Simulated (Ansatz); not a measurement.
A nudged elastic band was laid between two geometries of C₄H₉FOSi (16 atoms, charge 0, multiplicity 1).

Theory: Ansatz 0.2.0, RKS BLYP-D4/6-31G*.

```yaml
movable_images: 7
climbing_image: yes
spring: 5.0 eV/Å²
optimiser: quadratic models (default)
start_path: IDPP
force_threshold: 0.03 eV/Å
iteration_limit: 60
end_points: relaxed
```

Initial state:

```xyz
16
Properties=species:S:1:pos:R:3
C -0.356 -2.684 -0.869
C 0.257 -1.495 -0.938
F 1.615 -1.403 -1.105
O -0.365 -0.294 -0.913
C 0.286 0.789 -0.134
C -0.472 2.070 -0.501
Si 0.231 0.386 1.750
H 0.208 -3.604 -1.017
H -1.430 -2.729 -0.698
H 1.333 0.868 -0.473
H -0.440 2.236 -1.591
H -1.528 2.012 -0.193
H -0.011 2.939 -0.004
H 0.889 -0.923 2.035
H 0.953 1.469 2.493
H -1.193 0.341 2.204
```

Final state:

```xyz
16
Properties=species:S:1:pos:R:3
C 0.598 -2.660 -0.810
C 0.792 -1.335 -0.875
F 2.052 -0.804 -0.961
O -0.189 -0.405 -0.925
C 0.018 0.840 -0.143
C -1.099 1.791 -0.585
Si -0.011 0.459 1.747
H 1.440 -3.344 -0.896
H -0.412 -3.053 -0.707
H 0.997 1.260 -0.427
H -1.060 1.948 -1.676
H -2.093 1.388 -0.331
H -0.983 2.769 -0.090
H -1.362 -0.060 2.125
H 1.032 -0.546 2.106
H 0.257 1.730 2.493
```

Problem. Which bonds break or form, and what moves?

Solution. No bond is made or broken. The dihedral O4–C5–Si7–H14 goes from 57 to -63°. The two ends are copies of one structure, up to a mirror image or an exchange of like atoms.

Problem. Give the energies along the band, and the barrier.

Solution. The run converged. The highest image is number 4 of 0 to 8, 0.054 eV above the ends, which have the same energy within 2 meV. A vibrational analysis at the climbing image gives one clearly imaginary mode, 90i cm⁻¹: a first-order saddle point.

```json
{"image": "0", "path coordinate (Å)": "0.00", "energy (eV)": "0.000", "dihedral O4–C5–Si7–H14 (°)": "57"}
{"image": "1", "path coordinate (Å)": "0.78", "energy (eV)": "0.010", "dihedral O4–C5–Si7–H14 (°)": "40"}
{"image": "2", "path coordinate (Å)": "1.55", "energy (eV)": "0.031", "dihedral O4–C5–Si7–H14 (°)": "21"}
{"image": "3", "path coordinate (Å)": "2.33", "energy (eV)": "0.045", "dihedral O4–C5–Si7–H14 (°)": "1"}
{"image": "4", "path coordinate (Å)": "3.10", "energy (eV)": "0.054", "dihedral O4–C5–Si7–H14 (°)": "-19"}
{"image": "5", "path coordinate (Å)": "3.65", "energy (eV)": "0.047", "dihedral O4–C5–Si7–H14 (°)": "-30"}
{"image": "6", "path coordinate (Å)": "4.20", "energy (eV)": "0.024", "dihedral O4–C5–Si7–H14 (°)": "-42"}
{"image": "7", "path coordinate (Å)": "4.75", "energy (eV)": "0.005", "dihedral O4–C5–Si7–H14 (°)": "-53"}
{"image": "8", "path coordinate (Å)": "5.29", "energy (eV)": "0.000", "dihedral O4–C5–Si7–H14 (°)": "-63"}
```

Problem. What is the geometry of the highest image?

Solution. 
```xyz
16
Properties=species:S:1:pos:R:3
C 0.442 -2.666 -0.962
C 0.733 -1.367 -0.806
F 2.000 -0.958 -0.467
O -0.129 -0.343 -0.986
C 0.060 0.876 -0.162
C -1.111 1.790 -0.540
Si 0.133 0.476 1.736
H 1.229 -3.414 -0.901
H -0.581 -2.969 -1.179
H 1.009 1.343 -0.477
H -1.144 1.938 -1.632
H -2.077 1.362 -0.223
H -0.995 2.773 -0.056
H -0.461 -0.873 1.974
H 1.535 0.504 2.254
H -0.668 1.505 2.472
```

Problem. What are the harmonic wavenumbers there?

Solution. 90i, 47, 78, 149, 238, 264, 301, 352, 417, 548, 563, 605, 638, 673, 686, 729, 791, 891, 895, 920, 934, 968, 1004, 1044, 1111, 1228, 1268, 1319, 1395, 1402, 1474, 1498, 1699, 2180, 2199, 2211, 2976, 2977, 3042, 3051, 3138, 3229 cm⁻¹.

The band took 14 iterations and roughly 7 core-minutes.

The run took 3.6 min on 2 threads of Intel(R) Xeon(R) Platinum 8488C (Sapphire Rapids), on a shared host, peak memory 0.21 GiB.
